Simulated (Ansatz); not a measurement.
`FC[S][InH2]` and `FC[S][AlH2]` differ in one element.

Ansatz, PBE0-D4/def2-TZVP geometries, multiplicity 1. Each molecule was computed in one conformer, which needn't be the lowest. `FC[S][AlH2]` holds a close contact that its SMILES doesn't draw: Al···F 2.00 Å.

Elements past krypton have def2 core potentials.

| property | `FC[S][InH2]` |
| --- | --- |
| HOMO energy (PBE0/def2-TZVPP) / eV | -7.34 |
| HOMO energy (ωB97M-V/def2-TZVPP) / eV | -9.51 |
| HOMO energy (B3LYP/def2-TZVPP) / eV | -7.12 |
| zero-point energy (PBE0-D4/def2-TZVP) / kJ/mol | 115.6 |
| HOMO–LUMO gap (B3LYP/def2-TZVPP) / eV | 5.08 |
| HOMO–LUMO gap (PBE/def2-TZVPP) / eV | 3.73 |

Give the same properties after the change, and the shifts. (Estimate.)

The calculation gave: 
```json
{"property": "HOMO energy (PBE0/def2-TZVPP) / eV", "`FC[S][AlH2]`": "-7.00", "shift": "0.34"}
{"property": "HOMO energy (ωB97M-V/def2-TZVPP) / eV", "`FC[S][AlH2]`": "-9.17", "shift": "0.34"}
{"property": "HOMO energy (B3LYP/def2-TZVPP) / eV", "`FC[S][AlH2]`": "-6.76", "shift": "0.36"}
{"property": "zero-point energy (PBE0-D4/def2-TZVP) / kJ/mol", "`FC[S][AlH2]`": "120.2", "shift": "4.6"}
{"property": "HOMO–LUMO gap (B3LYP/def2-TZVPP) / eV", "`FC[S][AlH2]`": "5.62", "shift": "0.54"}
{"property": "HOMO–LUMO gap (PBE/def2-TZVPP) / eV", "`FC[S][AlH2]`": "3.94", "shift": "0.21"}
```

With PBE0 the HOMO rises by 0.34 eV and the LUMO rises by 0.84 eV, so the gap widens by about 0.50 eV. PBE moves the HOMO by 0.42 eV and ωB97M-V by 0.34 eV.

Positive LUMOs are unbound, so they and the gaps depend on the basis.

B3LYP here is the variant with VWN-RPA as its local correlation; programs differ in this.
